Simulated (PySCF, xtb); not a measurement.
C4H10Si2, SMILES C=C[Si@H]1CC[SiH2]1. Other conformers were not sampled.

Harmonic wavenumbers (cm⁻¹) from xtb 6.7.1 with GFN2-xTB at its own minimum, in rising order: 52, 61, 112, 146, 287, 341, 415, 423, 474, 481, 526, 605, 645, 674, 685, 725, 743, 773, 810, 911, 1005, 1016, 1025, 1033, 1166, 1229, 1246, 1271, 1421, 1484, 1501, 1660, 2137, 2187, 2201, 2966, 2983, 2993, 3003, 3024, 3070, 3097.

Question: What does PBE-D3(BJ)/def2-SVP in PySCF 2.14.0 give at its own minimum? (The exact figures need the calculation; the answer reports its results.)

Answer: 71, 87, 148, 184, 282, 318, 398, 429, 494, 540, 605, 619, 646, 698, 700, 724, 760, 831, 899, 926, 939, 974, 986, 1002, 1046, 1143, 1190, 1229, 1368, 1369, 1379, 1611, 2132, 2133, 2150, 2975, 2982, 3034, 3045, 3046, 3063, 3140. Paired by order, the mean absolute difference is 40 cm⁻¹ and the zero-point energies are 75.2 and 74.8 kcal/mol.
